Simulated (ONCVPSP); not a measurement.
## Before and after: ONCV potential for Ar

argon (Ar), optimised norm-conserving Vanderbilt (ONCV), made with ONCVPSP 4.0.1 (PBE, fully relativistic). Core [Ne], reference 3s2 3p6. Waves: 3s: rc 1.05 bohr, ncon 3, nbas 6, qcut 4.9 1/bohr, 2 projectors, debl 1 Ha; 3p: rc 1.45 bohr, ncon 4, nbas 7, qcut 6.2 1/bohr, 3 projectors, debl 1.5 Ha; d scattering state at 0.38 Ha: rc 1.60 bohr, ncon 4, nbas 7, qcut 5.5 1/bohr, 1 projector. Local part: polynomial inside 0.70 bohr (lpopt 5, dvloc0 0 Ha). Core correction: none.

Open shells are filled in proportion to 2j + 1.

All-electron outer shells of the reference configuration (PBE, scalar-relativistic, ld1.x):

```tsv
shell	level (eV)	outermost node (bohr)	outermost maximum (bohr)
2s	-296.99	0.12	0.34
2p	-229.89	–	0.28
3s	-24.29	0.52	1.17
3p	-10.27	0.49	1.30
```

Change: functional PBEsol.

Cutoffs: the cutoffs (Ha) at which the residual kinetic energy of the hardest occupied pseudo-wave falls to 1 and 0.1 mHa per electron; they do not see the model core or the augmentation charge, which bear on the density cutoff. Errors are all-electron minus pseudo energies relative to the spin-unpolarised reference configuration.

Predict the effect on cutoff, ghosts and configuration errors.

The potential gets neither clearly harder nor softer (57 Ha and 78 Ha → 57 Ha and 79 Ha); of the 4 tests that both files solve, the error grows in 4 and shrinks in 0 by more than 15 % and 0.3 meV (median size 5.7 → 9.0 meV); neither file shows a bound ghost.

| quantity | base | changed |
| --- | --- | --- |
| cutoff, loose | 57 Ha | 57 Ha |
| cutoff, tight | 78 Ha | 79 Ha |
| loose cutoff by channel | s 57 Ha, p 9.4 Ha | s 57 Ha, p 9.4 Ha |
| bound ghosts | none | none |
| GHOST(+) flags under 300 eV | none | s at 103.4 eV |
| error for 3s2 3p5, meV [ΔE 16.06 → 16.01 eV] | +0.8 | +1.5 |
| error for 3s2 3p4, meV [ΔE 44.72 → 44.62 eV] | +9.2 | +14 |
| error for 3s2 3p3, meV [ΔE 87.30 → 87.14 eV] | +41 | +56 |
| error for 3s1 3p6, meV [ΔE 30.67 → 30.58 eV] | +2.2 | +4.3 |
| s: phases at 1.06 bohr within 0.05 rad from the reference energy up to (Ha; the scan ends near 5) | 4.0 | 3.5 |
| p3/2: phases at 1.47 bohr within 0.05 rad from the reference energy up to (Ha; the scan ends near 5) | to the end of the scan | to the end of the scan |
| p1/2: phases at 1.47 bohr within 0.05 rad from the reference energy up to (Ha; the scan ends near 5) | to the end of the scan | to the end of the scan |
| d5/2: phases at 1.63 bohr within 0.05 rad from the reference energy up to (Ha; the scan ends near 5) | 2.8 | 2.8 |
| d3/2: phases at 1.63 bohr within 0.05 rad from the reference energy up to (Ha; the scan ends near 5) | 2.8 | 2.8 |
